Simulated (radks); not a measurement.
Values are calculated unless marked as measured or tabulated.
Q: Coherent X-ray form factor from a spherical all-electron density. Code: a radial shooting solver on a logarithmic mesh with Libxc functionals. Model: non-relativistic Kohn-Sham, PBE, spin-polarised, spherical densities, point nucleus.

sin(theta)/lambda (1/angstrom),f0 (electrons)
0.05,3.961
0.1,3.848
0.15,3.672
0.2,3.451
0.25,3.204
0.3,2.950
0.4,2.476
0.5,2.102
0.6,1.839
0.8,1.545
1,1.384
1.25,1.208
1.5,1.026
2,0.696

The species is in the configuration that NIST lists as its ground one. Which atom or ion scatters so?

A: The oxygen ion O4+, [He] 2s2. Extrapolating in s^2 from the first two rows gives f0(0) = 4.0, near the electron count 4; among species with that count, the fall with angle is slower the higher Z, and the table is that of Z = 8; from so few rows the species is fixed only to a neighbour or two.
